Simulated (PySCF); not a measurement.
## Computed properties of BeHI, SMILES [I][BeH]

BeHI, SMILES [BeH][I]. The structure is a stationary point at r2SCAN-D4/def2-TZVPD. The def2 effective core potentials stand for the cores of I; spin–orbit coupling is left out. Other conformers were not sampled. All values are computed for the isolated molecule unless a solvent is named; none is compared with measurement here.

**Structure.** The optimised structure has C∞v symmetry. All 4 harmonic modes at r2SCAN-D4/def2-TZVPD (PySCF) are real, so it is a minimum.

**Vibrations.** The strongest infrared lines (harmonic, unscaled, degenerate partners summed) lie at 491 cm⁻¹ (245 km/mol, H 77 %, Be 22 %), 2170 cm⁻¹ (188 km/mol, H 88 %, Be 12 %), 603 cm⁻¹ (58 km/mol, Be 82 %, H 11 %). The softest mode is at 491 cm⁻¹ and the zero-point energy is 5.4 kcal/mol.

**Electronic structure.** r2SCAN/def2-TZVPD (PySCF) places the frontier levels at -7.34 and -1.30 eV, a gap of 6.04 eV, and gives a dipole moment of 0.02 D and a mean polarisability of 52.1 bohr³.

**Excitations.** TDA-M06-2X/def2-TZVPD (PySCF) has S1 at 5.89 eV (211 nm, f = 0.000, dark); the most intense of the 10 singlets computed lies at 6.98 eV (f = 0.21). Strengths of degenerate partners are summed. T1 (TDA) is at 5.60 eV, 0.29 eV under S1. No vertical singlet excitation falls in the visible range (under 3.1 eV).
